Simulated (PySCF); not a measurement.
Compound: C3H10N2Si.
Cartesian coordinates in Å at the PBE0-D3(BJ)/def2-SVP level; atoms count from 1:
```xyz
16
C3H10N2Si angstrom
C      3.152    0.123   -0.579
N      2.021    0.576   -0.259
Si     0.888   -0.103    0.893
N     -0.646   -0.191    0.107
C     -1.179    0.949   -0.596
C     -1.602   -1.230    0.384
H      3.608   -0.799   -0.156
H      3.776    0.643   -1.331
H      0.957    0.827    2.068
H      1.223   -1.492    1.348
H     -1.643    0.639   -1.551
H     -1.954    1.487   -0.012
H     -0.374    1.658   -0.838
H     -1.114   -2.090    0.865
H     -2.072   -1.593   -0.549
H     -2.422   -0.894    1.052
```

Level of theory: TDDFT CAM-B3LYP/def2-SVPD, vertical, gas phase, core orbitals frozen in the response (PySCF).

Transition dipole moments from the ground state, in atomic units and in the frame of the coordinates above (overall signs are arbitrary), for the states with f of 0.002 or more among the lowest 6:

```csv
state,E (hartree),μx,μy,μz
S2,0.1977,0.160,0.050,0.045
S3,0.2223,-0.332,0.178,0.223
S4,0.2371,0.552,0.073,0.234
S5,0.2474,-0.075,0.046,-0.081
S6,0.2530,0.087,0.182,0.357
```

(1) Work out the oscillator strengths.

(2) Which bond between heavy atoms lies closest to the direction of the S4 transition dipole?

(3) What angle do the transition dipoles of S4 and S6 make?

(4) What peak molar absorption coefficient would the strongest computed level give as a lone Gaussian band 0.3 eV wide at half height?

## Answers

(1) f = (2/3) ΔE |μ|² with ΔE in hartree (27.2114 eV).

| state | \|μ\|² (au) | \|μ\| (D) | f |
| --- | --- | --- | --- |
| S2 | 0.030 | 0.44 | 0.004 |
| S3 | 0.191 | 1.11 | 0.028 |
| S4 | 0.365 | 1.54 | 0.058 |
| S5 | 0.014 | 0.30 | 0.002 |
| S6 | 0.168 | 1.04 | 0.028 |

(2) Si3–N4, at 6° from it; next C1–N2 at 47°.

(3) |cos θ| = |μa·μb| / (|μa| |μb|) = 0.58, so θ ≈ 54° (taken between 0 and 90°, since the signs are arbitrary).

(4) ε(max) = 2.175×10⁸ f / FWHM, with the width in cm⁻¹. S4: 2.175×10⁸ × 0.0577 / 2420 ≈ 5200 L mol⁻¹ cm⁻¹.

One conformer stands for the species.
